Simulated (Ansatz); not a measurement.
The cluster Ag2Sn. Charge 0, multiplicity 1. Geometry B3LYP-D4/def2-TZVP, basis def2-TZVP, Ansatz.

Cartesian coordinates in Å:
```
Ag 0.969 1.141 0.879
Ag -1.629 0.094 -0.591
Sn 0.661 -1.235 -0.288
```

```csv
run,HOMO (eV),LUMO (eV)
A,-4.60,-3.78
B,-5.23,-2.83
C,-4.68,-3.59
D,-5.15,-2.92
```

In the def2 sets Ag, Sn take a core potential; there is no spin–orbit coupling. No other spin state of charge 0 was run. The structure comes from a short search, and lower isomers may exist.

Question: The runs used PBE, PBE0, r2SCAN, r2SCAN0. Estimate which is which.

Answer: A PBE (0 % exact exchange); B r2SCAN0 (25 % exact exchange); C r2SCAN (0 % exact exchange); D PBE0 (25 % exact exchange). Exact exchange lowers occupied and raises empty levels; among semilocal functionals meta-GGAs tend to open the gap a little, and such runs are hard to tell apart. The gap grows from 0.83 eV (PBE) to 2.40 eV (r2SCAN0). The restricted singlet is unstable towards broken spin symmetry in Hartree–Fock (as tested in another run); at PBE-D4/def2-TZVP, r2SCAN0-D4/def2-TZVP, r2SCAN-D4/def2-TZVP, PBE0-D4/def2-TZVP this wasn't settled.
